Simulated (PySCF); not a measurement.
## La⁺ (lanthanum, charge +1): BHandHLYP calculation

Configuration: [Xe] 5d1 6p1, one real determinant (an excited configuration). All numbers are calculated (PySCF 2.14, the spin-free X2C one-electron Hamiltonian (Gaussian nucleus), in ANO-RCC-VTZP).

```
Total energy                                                  : -8491.84 hartree
One-electron energy                                           : -11559.96 hartree
Hartree (Coulomb) energy                                      : 3273.88 hartree
Exchange-correlation energy                                   : -205.75 hartree
⟨S²⟩                                                          : 2.0021
⟨L²⟩                                                          : 8.032
Sum of ⟨r⟩                                                    : 40.52 bohr
Sum of ⟨r²⟩                                                   : 77.70 bohr²
Traceless quadrupole moment −½Σ⟨3z² − r²⟩ along its main axis : -9.81 e·bohr²
Langevin diamagnetic susceptibility                           : -61.5 ×10⁻⁶ cm³/mol
```

```json
{"shell": "1s α", "electrons": "1", "mean orbital energy (hartree)": "-1429.44630", "spread (hartree)": "0", "rms radius, mean of both spins (bohr)": "0.0286"}
{"shell": "1s β", "electrons": "1", "mean orbital energy (hartree)": "-1429.44611", "spread (hartree)": "0", "rms radius, mean of both spins (bohr)": "0.0286"}
{"shell": "2s α", "electrons": "1", "mean orbital energy (hartree)": "-229.80701", "spread (hartree)": "0", "rms radius, mean of both spins (bohr)": "0.116"}
{"shell": "2s β", "electrons": "1", "mean orbital energy (hartree)": "-229.80534", "spread (hartree)": "0", "rms radius, mean of both spins (bohr)": "0.116"}
{"shell": "2p α", "electrons": "3", "mean orbital energy (hartree)": "-206.11333", "spread (hartree)": "0.00060", "rms radius, mean of both spins (bohr)": "0.104"}
{"shell": "2p β", "electrons": "3", "mean orbital energy (hartree)": "-206.11164", "spread (hartree)": "0.00153", "rms radius, mean of both spins (bohr)": "0.104"}
{"shell": "3s α", "electrons": "1", "mean orbital energy (hartree)": "-50.22229", "spread (hartree)": "0", "rms radius, mean of both spins (bohr)": "0.304"}
{"shell": "3s β", "electrons": "1", "mean orbital energy (hartree)": "-50.22137", "spread (hartree)": "0", "rms radius, mean of both spins (bohr)": "0.304"}
{"shell": "3p α", "electrons": "3", "mean orbital energy (hartree)": "-42.53981", "spread (hartree)": "0.00282", "rms radius, mean of both spins (bohr)": "0.304"}
{"shell": "3p β", "electrons": "3", "mean orbital energy (hartree)": "-42.53866", "spread (hartree)": "0.00278", "rms radius, mean of both spins (bohr)": "0.304"}
{"shell": "3d α", "electrons": "5", "mean orbital energy (hartree)": "-31.39006", "spread (hartree)": "0.00335", "rms radius, mean of both spins (bohr)": "0.282"}
{"shell": "3d β", "electrons": "5", "mean orbital energy (hartree)": "-31.38826", "spread (hartree)": "0.00339", "rms radius, mean of both spins (bohr)": "0.282"}
{"shell": "4s α", "electrons": "1", "mean orbital energy (hartree)": "-10.71752", "spread (hartree)": "0", "rms radius, mean of both spins (bohr)": "0.694"}
{"shell": "4s β", "electrons": "1", "mean orbital energy (hartree)": "-10.71411", "spread (hartree)": "0", "rms radius, mean of both spins (bohr)": "0.694"}
{"shell": "4p α", "electrons": "3", "mean orbital energy (hartree)": "-8.15989", "spread (hartree)": "0.00460", "rms radius, mean of both spins (bohr)": "0.738"}
{"shell": "4p β", "electrons": "3", "mean orbital energy (hartree)": "-8.15636", "spread (hartree)": "0.00604", "rms radius, mean of both spins (bohr)": "0.738"}
{"shell": "4d α", "electrons": "5", "mean orbital energy (hartree)": "-4.37370", "spread (hartree)": "0.00667", "rms radius, mean of both spins (bohr)": "0.827"}
{"shell": "4d β", "electrons": "5", "mean orbital energy (hartree)": "-4.36976", "spread (hartree)": "0.00885", "rms radius, mean of both spins (bohr)": "0.827"}
{"shell": "5s α", "electrons": "1", "mean orbital energy (hartree)": "-1.89153", "spread (hartree)": "0", "rms radius, mean of both spins (bohr)": "1.66"}
{"shell": "5s β", "electrons": "1", "mean orbital energy (hartree)": "-1.87239", "spread (hartree)": "0", "rms radius, mean of both spins (bohr)": "1.66"}
{"shell": "5p α", "electrons": "3", "mean orbital energy (hartree)": "-1.20815", "spread (hartree)": "0.00897", "rms radius, mean of both spins (bohr)": "1.91"}
{"shell": "5p β", "electrons": "3", "mean orbital energy (hartree)": "-1.18131", "spread (hartree)": "0.01804", "rms radius, mean of both spins (bohr)": "1.91"}
{"shell": "5d α", "electrons": "1", "mean orbital energy (hartree)": "-0.42950", "spread (hartree)": "0", "rms radius, mean of both spins (bohr)": "2.89"}
{"shell": "6p α", "electrons": "1", "mean orbital energy (hartree)": "-0.25743", "spread (hartree)": "0", "rms radius, mean of both spins (bohr)": "5.41"}
```

⟨L²⟩ = 8.03 against 12 for a pure F term, so this real determinant mixes terms. Spin-orbit coupling, absent here, splits the open shell strongly.

Densities and radii are taken from the X2C orbitals without a picture-change correction, which distorts them close to the nucleus.
